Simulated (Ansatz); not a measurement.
CH₈OSSi₂ (`CO[SiH2]S[SiH3]`) from Hartree–Fock to CCSD(T)

```xyz
13

C     0.291   -1.840    1.073
O     0.053   -0.454    0.968
Si    1.151    0.615    0.383
S     0.112    2.375   -0.177
Si   -1.399    1.390   -1.334
H     0.913   -2.067    1.945
H    -0.670   -2.343    1.190
H     0.785   -2.234    0.177
H     2.153    1.020    1.401
H     1.838   -0.012   -0.779
H    -1.905    2.392   -2.304
H    -2.516    0.919   -0.482
H    -0.808    0.237   -2.061
```

Total charge 0; spin multiplicity 1. The structure was optimised at the PBE0-D4/def2-TZVP level. It is one conformer, not always the lowest. Frozen core, restricted reference, the Gaussian-basis code of Ansatz. CBS rows extrapolate triple and quadruple zeta; past MP2 they add the triple-zeta difference.

| basis | HF (Eh) | MP2 corr. | CCSD corr. | (T) | CCSD(T) total |
| --- | --- | --- | --- | --- | --- |
| def2-TZVPP | -1092.95679 | -0.83861 | ? | ? | ? |
| def2-QZVPP | ? | -0.90420 | – | – | – |
| CBS(def2) | -1092.99692 | -0.95279 | ? | as TZ | ? |

Task: Fill in the withheld values. (Best estimate.)

Result: The calculation gave: def2-TZVPP CCSD corr.: -0.90268; def2-TZVPP (T): -0.03522; def2-TZVPP CCSD(T) total: -1093.89469; def2-QZVPP HF (Eh): -1092.99206; CBS(def2) CCSD corr.: -1.01687; CBS(def2) CCSD(T) total: -1094.04901.
